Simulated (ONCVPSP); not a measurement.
## What one change does to a pseudopotential (manganese, ONCV)

ONCVPSP 4.0.1 input, shortened (lines: element, Z, core and valence counts, functional; n l f; lmax; l rc ep ncon nbas qcut; lloc lpopt rc5 dvloc0; l nproj debl; icmod fcfact rcfact), PBE, scalar-relativistic:

```
  Mn 25.00    3    3        4      upf
    1    0    2.00
    2    0    2.00
    2    1    6.00
    3    0    2.00
    3    1    6.00
    3    2    4.00
    2
    0    1.15    0.00    4    8   11.70
    1    0.80    0.00    4    9   11.50
    2    1.70    0.00    4    9    9.80
    4    5    0.55    0.00
    0    2    1.70
    1    2    3.20
    2    2    1.30
    3    3.50    1.30
```

In the s channel the program set the typed energies aside and used -4.477, 0.250 Ha. In the p channel the program set the typed energies aside and used -3.318, 0.250 Ha. In the d channel the program set the typed energies aside and used -1.514, 0.250 Ha.

Change: d: qcut 9.

Cutoffs: the cutoffs (Ha) at which the residual kinetic energy of the hardest occupied pseudo-wave falls to 1 and 0.1 mHa per electron; they do not see the model core or the augmentation charge, which bear on the density cutoff. Errors are all-electron minus pseudo energies relative to the spin-unpolarised reference configuration.

Question: How do hardness, ghosts and transferability respond?

Answer: The potential gets neither clearly harder nor softer (56 Ha and 102 Ha → 56 Ha and 102 Ha); of the 4 tests that both files solve, the error grows in 4 and shrinks in 0 by more than 15 % and 0.3 meV (median size 61.8 → 73.9 meV); neither file shows a bound ghost.

```csv
quantity,base,changed
"cutoff, loose",56 Ha,56 Ha
"cutoff, tight",102 Ha,102 Ha
loose cutoff by channel,"s 46 Ha, p 56 Ha, d 36 Ha","s 46 Ha, p 56 Ha, d 33 Ha"
bound ghosts,none,none
GHOST(+) flags under 300 eV,none,none
"error for 3s2 3p6 3d5 4s2, meV [ΔE -56.53 eV]",+41,+48
"error for 3s2 3p6 3d5 4s1, meV [ΔE -48.12 eV]",+59,+71
"error for 3s2 3p6 3d5, meV [ΔE -32.52 eV]",+87,+104
"error for 3s2 3p6 3d5 4p2, meV [ΔE -48.60 eV]",+64,+77
s: phases at 1.17 bohr within 0.05 rad from the reference energy up to (Ha; the scan ends near 5),to the end of the scan,to the end of the scan
p: phases at 0.81 bohr within 0.05 rad from the reference energy up to (Ha; the scan ends near 5),to the end of the scan,to the end of the scan
d: phases at 1.73 bohr within 0.05 rad from the reference energy up to (Ha; the scan ends near 5),4.8,4.2
"rms error of d²Exc/dni dnj with the model core, mHa",1.08,0.92
```
